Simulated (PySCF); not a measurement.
A spin–spin coupling run with PySCF (density fitting, non-relativistic, gas phase) on `C([NH2+][BH3-])CN`, C2H11BN2:

```
$ OMP_NUM_THREADS=1 python probes_run.py task.json out

{"job": {"kind": "j", "xc": "B3LYP", "basis": "pcJ-1"}, "charge": 0, "multiplicity": 1}
B      2.273538     0.217937     0.067895
N      0.708823     0.068895     0.485864
C     -0.160158    -0.560848    -0.515141
C     -1.636006    -0.545824    -0.130594
N     -2.229137     0.750074     0.098660
H      2.282519     0.935558    -0.926771
H      2.669919    -0.920376    -0.157594
H      2.821851     0.734609     1.035214
H      0.349406     1.003552     0.691840
H      0.661910    -0.449933     1.365237
H      0.206819    -1.585581    -0.673403
H      0.005727    -0.017077    -1.458349
H     -2.192897    -1.060164    -0.931913
H     -1.791153    -1.161613     0.773135
H     -1.918498     1.195675     0.956898
H     -2.081032     1.392653    -0.675614
```

Hardware: 1 thread of an Arm Neoverse V1, shared host. The job also computes field gradients.

Question: How large is the calculation?

Answer: 42 electrons, 245 basis functions and 884 auxiliary functions.

Question: How long does it take, and how much memory does it need?

Answer: 40 s of wall time, with 12 SCF cycles; peak memory 0.99 GiB. Times on a shared host scatter by some tens of per cent.

Question: And these other runs on the same molecule and hardware: GIAO shielding at CAM-B3LYP/pcSseg-2; GIAO shielding at PBE0/pcSseg-1?

Answer: CAM-B3LYP/pcSseg-2: 334 functions, 60 s; PBE0/pcSseg-1: 140 functions, 11 s.
